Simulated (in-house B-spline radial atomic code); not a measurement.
## RPA and G0W0 on wB97X: Tc+

Configuration [Kr] 4d5 5s1, highest spin, mean-field start wB97X. Computed with an all-electron radial atomic-structure program (B-spline basis): all electrons, scalar-relativistic (spin-free one-electron X2C), finite nucleus, each spin shell either full or empty, empty states to l = 9 with an (l + 1/2)⁻⁴ tail; G0W0 by contour deformation at full frequency.

RPA overbinds a lone outer s electron by self-correlation, and G0W0 tends to as well.

Command:
```bash
python run_gw.py task.json out
```
Settings (radii: box in bohr, nucleus in fm):
```
Z                        43
electrons                42
configuration            [Kr] 4d5 5s1
hamiltonian              x2c
method                   wb97x
lmax                     9
rms_radius               4.41117
spin_polarised           True
box_radius               23.78
intervals                70
ion_configuration        [Kr] 4d5
```

Time taken, with all properties: 14 s on 1 thread of Arm Neoverse V1, with other jobs on the host.

Energies (hartree):

```tsv
term	value
mean-field total	-4285.16475
Hartree-Fock functional on these orbitals	-4282.87904
direct second order	-3.4115
second-order exchange	0.99626
SOSEX correction	0.92937
```

Task: What is the RPA correlation energy, and what remains with SOSEX?

Result: RPA gives -3.0273 hartree (-1.96 eV per electron); RPA + SOSEX gives -2.0979, and the second-order doubles -2.4152 hartree (no singles). RPA lacks exchange-type terms and so overcorrelates at short range.

Quasi-particle levels (eV):

```json
{"level": "5s up", "occupied": "yes", "mean field": "-14.347", "Σx - vxc": "-0.13", "Σc": "?", "QP weight": "?", "G0W0": "?"}
{"level": "4d up", "occupied": "yes", "mean field": "-19.187", "Σx - vxc": "-2.07", "Σc": "0.10", "QP weight": "0.923", "G0W0": "-21.160"}
{"level": "4p down", "occupied": "yes", "mean field": "-55.26", "Σx - vxc": "-3.10", "Σc": "0.96", "QP weight": "0.894", "G0W0": "-57.40"}
{"level": "4d down", "occupied": "no", "mean field": "-6.665", "Σx - vxc": "4.55", "Σc": "-3.93", "QP weight": "0.926", "G0W0": "-6.047"}
```

G0W0 = mean field + (Σx - vxc) + Σc, with Σc (partial-wave tail included) taken at the quasi-particle energy. Only the outer levels were computed. Levels of low weight are left out.

Task: Where does G0W0 put 5s up?

Result: At -15.679 eV, with Σc = -1.20 eV and a quasi-particle weight of 0.962. The tabulated removal energy is 15.260 eV (NIST, semi-empirical); the calculation leaves out spin-orbit coupling, Breit and QED terms, and what these don't explain is the method's own error.

Task: What does it cost to remove one electron (to [Kr] 4d5) by differences of total energies, each species on its own start (correlation terms add to the Hartree-Fock functional)?

Result: wB97X 14.619 eV, Hartree-Fock functional 14.224 eV, + RPA 15.477 eV, + RPA + SOSEX 14.931 eV, + second order 15.462 eV. Tabulated: 15.260 eV (NIST, semi-empirical); the calculation leaves out spin-orbit coupling, Breit and QED terms, and what these don't explain is the method's own error.
